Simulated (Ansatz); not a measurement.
Program: Ansatz. Geometries: PBE0-D4/def2-TZVP. ΔE: electronic, gas phase. CCSD(T)/CBS is the MP2 limit (def2-TZVPP, def2-QZVPP) plus CCSD(T) − MP2 in def2-TZVPP, frozen cores. DFT in def2-TZVPP. B3LYP here is the variant with VWN-RPA as its local correlation; programs differ in this. Each species was taken in one conformer, which may not be the lowest.

`C[Si]1([AlH2])BC1` → `[AlH2]/[CH]=C/B[SiH3]`  (isomerisation)

`C[Si]1([AlH2])BC1`:

Cartesian coordinates in Å:
```
C 0.284 1.381 1.353
Si 0.175 -0.459 0.881
Al -1.861 -0.919 -0.290
B 0.176 -0.282 -1.227
C 1.431 -0.780 -0.513
H 0.938 1.465 2.228
H -0.695 1.771 1.636
H 0.704 2.014 0.569
H -3.087 -0.022 0.163
H -1.989 -2.210 -1.218
H -0.031 0.136 -2.325
H 1.586 -1.856 -0.628
H 2.369 -0.240 -0.629
```

`[AlH2]/[CH]=C/B[SiH3]`:

Cartesian coordinates in Å:
```
Al 0.303 2.058 -2.451
C 0.863 1.068 -0.859
C -0.047 0.478 -0.048
B 0.393 -0.502 1.055
Si -0.771 -1.969 1.802
H 1.360 2.609 -3.497
H -1.257 2.272 -2.637
H 1.910 0.916 -0.587
H -1.105 0.610 -0.287
H 1.524 -0.419 1.450
H -0.857 -1.844 3.287
H -2.160 -1.979 1.262
H -0.157 -3.298 1.510
```

| level | ΔE (kJ/mol) | difference from CCSD(T)/CBS |
| --- | --- | --- |
| PBE-D4 | 66.0 | 40.1 |
| r2SCAN-D4 | 55.8 | 29.9 |
| PBE0-D4 | 58.3 | 32.4 |
| B3LYP-D4 | 14.6 | -11.3 |
| ωB97X-V | 26.2 | 0.3 |
| ωB97M-V | 33.9 | 8.0 |
| B2PLYP | 12.6 | -13.3 |
| PBE | 61.8 | 35.9 |
| r2SCAN | 55.1 | 29.2 |
| PBE0 | 54.7 | 28.8 |
| B3LYP | 7.5 | -18.4 |
| HF/def2-TZVPP | -54.5 | -80.4 |
| MP2/def2-TZVPP | 30.1 | 4.2 |
| SCS-MP2/def2-TZVPP | 7.2 | -18.7 |
| CCSD/def2-TZVPP | 11.0 | -14.9 |
| CCSD(T)/def2-TZVPP | 20.8 | -5.1 |
| HF/def2-QZVPP | -55.2 | -81.1 |
| MP2/def2-QZVPP | 32.8 | 6.9 |
| SCS-MP2/def2-QZVPP | 9.4 | -16.5 |
| HF/CBS(def2) | -55.3 | -81.2 |
| MP2/CBS(def2) | 35.3 | 9.4 |
| CCSD/CBS(def2) | 16.2 | -9.7 |
| CCSD(T)/CBS | 25.9 | 0 |

Largest T1 diagnostic among the species: 0.015.

In def2-TZVPP, CCSD(T) changes the Hartree–Fock value by +75.3 kJ/mol (the triples alone add +9.8 kJ/mol) and MP2 by +84.6 kJ/mol. The D4 term adds +7.1 kJ/mol with B3LYP and +3.6 kJ/mol with PBE0; it sums over pairs of atoms, weighted by their polarisabilities, and B3LYP, whose exchange is more repulsive, gets the larger term.
